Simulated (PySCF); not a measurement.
Vertical excitations of a molecule C₃H₈OSe from TDA-B3LYP/def2-SVPD run with PySCF, as energy in eV (oscillator strength): 3.64 (0.000), 5.11 (0.010), 5.37 (0.002), 5.60 (0.062), 6.14 (0.002), 6.31 (0.024), 6.66 (0.026), 6.77 (0.047), 7.01 (0.127), 7.11 (0.002). Lowest triplet (TDA): 2.88 eV. Coordinates come from a TPSSh-D3(BJ)/def2-SVP optimisation. The values are those of a single conformer.

Q: Identify the compound among the candidates.
(A) CCOC[SeH]
(B) C[C@@H]([SeH])CO
(C) CC[Se]OC
(D) CC(C)[Se]O

A: C, CC[Se]OC
